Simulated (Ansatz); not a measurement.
**Abstraction of Cl: C2H5Cl2In + SnH2Cl → C2H5ClIn + SnH2Cl2**

Gas-phase species: C2H5Cl2In `C[CH2][In]([Cl])[Cl]`, singlet; SnH2Cl `[Cl][SnH2]`, doublet; C2H5ClIn `C[CH2][In][Cl]`, doublet; SnH2Cl2 `[Cl][SnH2][Cl]`, singlet. A radical takes Cl: the energy is the difference in strength between the In–Cl bond broken and the Sn–Cl bond made.

Shapes, held fixed at every level: PBE0-D4/def2-TZVP. Flexible molecules stand in one conformer, not always the lowest. Programs: Ansatz 0.2.0. Electronic energies: no zero-point or thermal term.

| level | kind | ΔE (kJ/mol) | less CCSD(T)/def2-TZVPP |
| --- | --- | --- | --- |
| r2SCAN-D4/def2-TZVPP | meta-GGA | -4.8 | -5.9 |
| B3LYP-D4/def2-TZVPP | global hybrid | -12.2 | -13.3 |
| PBE0-D4/def2-TZVPP | global hybrid | -4.4 | -5.5 |
| wB97M-V/def2-TZVPP | range-separated hybrid | +3.0 | +1.9 |
| B2PLYP/def2-TZVPP | double hybrid | -4.9 | -6.0 |
| CCSD/def2-TZVPP | coupled cluster or CI | +1.1 | 0.0 |
| CCSD(T)/def2-TZVPP | coupled cluster or CI | +1.1 | 0.0 |

The highest level, CCSD(T)/def2-TZVPP, gives ΔE = +1.1 kJ/mol; the levels span -12.2 to +3.0. That is about zero within the method's error. They disagree on the sign: 3 of 7 are positive. The column of differences is taken from that level and isn't an error. No measured value is set beside it here. Spin contamination: C2H5ClIn (⟨S²⟩ up to 0.80). Open shells run unrestricted. For atoms past krypton def2 sets carry core potentials with scalar relativity. Outer-core shells of In, Sn are correlated, in sets that cover them unevenly.
